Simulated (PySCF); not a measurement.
**Ionisation energy of Ta⁴⁶⁺ by level of theory**

Ta⁴⁶⁺ [Ar] 3d9 [3d3/2^4 3d5/2^5, M_J = 5/2] → Ta⁴⁷⁺ [Ar] 3d8 [3d3/2^4 3d5/2^4, M_J = 4], as a difference of total energies. Computed with PySCF 2.14 in an uncontracted even-tempered set (16 s from 11 bohr⁻², ratio 2.8; 13 p from 15 bohr⁻², ratio 2.8; 8 d from 15 bohr⁻², ratio 2.8; 3 f from 54 bohr⁻², ratio 3), with the two-component X2C-1e Hamiltonian. Correlated levels: [Ne] frozen; the 80 highest virtual spinors dropped. "Screened" scales the spin-orbit matrix elements by Boettger's factors to mimic the two-electron term; Breit and QED terms are absent.

```
                    method  ionisation energy (eV)
           GHF (spin-free)                  4039.7
          GMP2 (spin-free)                  4041.1
 GHF (screened spin-orbit)                  4016.0
GMP2 (screened spin-orbit)                  4017.4
```

Breit and QED terms and the two-electron picture change are absent.

The spin-free rows relax to the high-spin LS determinant and lack the spin-orbit shift.

The labels give the starting determinants; with spin-orbit coupling the two ends relaxed to ⟨J²⟩ = 8.75, ⟨L²⟩ = 6.06, ⟨S²⟩ = 0.81 and ⟨J²⟩ = 20.00, ⟨L²⟩ = 13.09, ⟨S²⟩ = 1.80.

For comparison: 4014 ± 4 eV (theoretical estimate listed by NIST; NIST Atomic Spectra Database, ionization energies).
